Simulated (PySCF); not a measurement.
# Reading the logs of faulty runs: B2H4N2

These are calculations, not measurements. They come from PySCF 2.14.0, an open-source quantum chemistry program, on an isolated molecule that a program drew, which may never have been made. The molecule is B2H4N2 (charge 0, singlet), drawn as the SMILES string `B=NBN`.

Each row is a Hartree-Fock (HF) and frozen-core CCSD(T) single point in the cc-pVDZ basis, meant for a local HF minimum. Run 1 is clean. Each other run has one planted mistake out of seven kinds, and not every kind appears here: one electron removed, one electron added, multiplicity raised by two, geometry at a saddle point, minimal basis STO-3G, one bond length entered in bohr, all coordinates scaled. The reference is restricted for singlets and unrestricted otherwise, and also for a bond in bohr. Adding or removing an electron swaps singlet and doublet. Electrons count all cores. HOMO and LUMO are orbital energies over both spins, the gradient is its largest component, and the lowest frequency (negative if imaginary) is given only where the gradient is small. Bond lengths are over the 7 bonds as drawn. T1 is the CCSD diagnostic: over 0.02 (restricted) or 0.045 (unrestricted) a single reference is doubtful.

Geometry of the clean run:
```xyz
8
B2H4N2, angstrom
B    -2.7101   -0.1841    2.4494
N    -1.5566   -0.0514    2.0244
B    -0.1983    0.1413    1.6097
N     0.2417   -0.2815    0.3536
H    -3.8056   -0.3130    2.8462
H     0.5885    0.6753    2.3457
H    -0.3569   -0.7321   -0.3068
H     1.1816   -0.1588    0.0443
```

| run | electrons | basis functions | <S^2> | HOMO (eV) | LUMO (eV) | gradient (hartree/bohr) | lowest frequency (cm^-1) | mean bond (Å) | longest bond (Å) | T1 | HF (hartree) | CCSD(T) (hartree) | mistake |
|---|---|---|---|---|---|---|---|---|---|---|---|---|---|
| 1 | 28 | 76 | 0.000 | -10.72 | 3.63 | 3.1e-05 | 180 | 1.2052 | 1.433 | 0.0168 | -160.69726 | -161.23747 | no fault |
| 2 | 28 | 76 | 0.000 | -10.38 | 3.13 | 8.5e-02 | - | 1.2968 | 1.542 | 0.0209 | -160.65144 | -161.21135 | all coordinates scaled |
| 3 | 29 | 76 | 0.811 | 2.25 | 9.61 | 1.1e-01 | - | 1.2052 | 1.433 | 0.0214 | -160.58772 | -161.14739 | one electron added |
| 4 | 28 | 76 | 2.078 | -4.04 | -0.47 | 1.6e-01 | - | 1.2052 | 1.433 | 0.0654 | -160.48828 | -161.01792 | ? |
| 5 | 27 | 76 | 0.774 | -16.68 | -7.09 | 1.2e-01 | - | 1.2052 | 1.433 | 0.0445 | -160.37523 | -160.87309 | ? |

**Which mistake was planted in run 4, and what did it cost?**

Electrons, basis and geometry are unchanged, and <S^2> is 2.078, beside S(S+1) = 2.00 for a multiplicity of 3. So the mistake is: multiplicity raised by two. Subtracting run 1 and multiplying by 627.51 kcal/mol a hartree, the energy moved by 131.1 kcal/mol in HF and 137.8 kcal/mol in CCSD(T).

**Which mistake was planted in run 5, and what did it cost?**

It counts 27 electrons, one fewer than the clean run, at the same geometry and basis. So the mistake is: one electron removed. Subtracting run 1 and multiplying by 627.51 kcal/mol a hartree, the energy moved by 202.1 kcal/mol in HF and 228.7 kcal/mol in CCSD(T).

Cautions from the logs. Run 2: T1 is over the limit, so its CCSD(T) energy is less reliable; run 3: the HOMO is above zero, so the electron isn't bound and the energy depends on the basis; run 4: T1 is over the limit, so its CCSD(T) energy is less reliable.
